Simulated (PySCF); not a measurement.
[CeN(CH3)]− at several levels of theory

Computed with PySCF 2.14.0 (density fitting, no spin-orbit coupling) at the geometry relaxed with TPSS:

```xyz
6
[CeN(CH3)]− (singlet in the valence; each metal's 4f electrons, 1 of them, lie in its core potential, out of spins and levels)
Ce    0.1464    0.0000   -0.5182
N     1.4789    0.0000    0.9037
C    -2.1787    0.0000    0.8080
H    -3.1325    0.0000    0.2294
H    -2.2210   -0.8833    1.4874
H    -2.2210    0.8833    1.4874
```

| level | basis | state | HOMO (eV) | gap (eV) | charge on Ce1 (e) | population of f-type functions on Ce1 (polarisation alone where 4f lies in the core) | dipole about the centre of mass (D) | largest force component (eV/Å) |
| --- | --- | --- | --- | --- | --- | --- | --- | --- |
| TPSS | Ce lcecp-1-SVP with ECP47, N def2-SVP, C def2-SVP, H def2-SVP | singlet | 1.49 | 0.49 | -0.10 | 0.06 | 6.48 | 0.01 |
| BP86 | the same | singlet | 1.33 | 0.50 | -0.20 | 0.06 | 6.39 | 0.14 |
| wB97X | the same | singlet | -1.42 | 5.02 | -0.05 | 0.07 | 9.46 | 1.94 |
| PBE | the same | singlet | 1.46 | 0.40 | -0.20 | 0.06 | 6.46 | 0.32 |
| TPSS | Ce lcecp-1-TZVP with ECP47, N def2-TZVP, C def2-TZVP, H def2-TZVP | singlet | 1.36 | 0.50 | 0.44 | 0.06 | 6.57 | 0.35 |

In the lcecp rows the 4f levels are missing from HOMO and gap, and the state counts the valence alone.

Charges are Mulliken's, which hang on the basis. The relaxation used the grid (50, 194), these runs (75, 302) or, all-electron (x2c bases, spin-free X2C Hamiltonian), (99, 590).

Task: What does PBE0 with Ce lcecp-1-SVP with ECP47, N def2-SVP, C def2-SVP, H def2-SVP give here?

Result: state singlet, HOMO (eV) 0.60, gap (eV) 1.72, charge on Ce1 (e) -0.05, population of f-type functions on Ce1 (polarisation alone where 4f lies in the core) 0.06, dipole about the centre of mass (D) 7.87, largest force component (eV/Å) 1.17. Time: 3.1 s on 2 threads of Arm Neoverse V1 (shared host), from an already converged density.

In the first row's basis the gap widens with exact exchange: 0.4 to 0.5 eV for PBE, TPSS, BP86 (none); 1.7 eV for PBE0 (a fixed share); 5.0 eV for wB97X (rising or full at long range).

No frequency check is given that shows the relaxed geometry to be a minimum. The gap of the closed shell is small, and it wasn't tested for a lower spin-broken solution at this geometry. An lcecp potential fixes the number of 4f electrons, so in runs with it no electron can move into or out of that shell.

Small gap, closed shell not tested for a spin-broken solution: BP86, PBE, PBE0, TPSS (f-in-core-III/TZVP).

The highest filled level of some runs lies above zero, as often for anions with such functionals and bases.
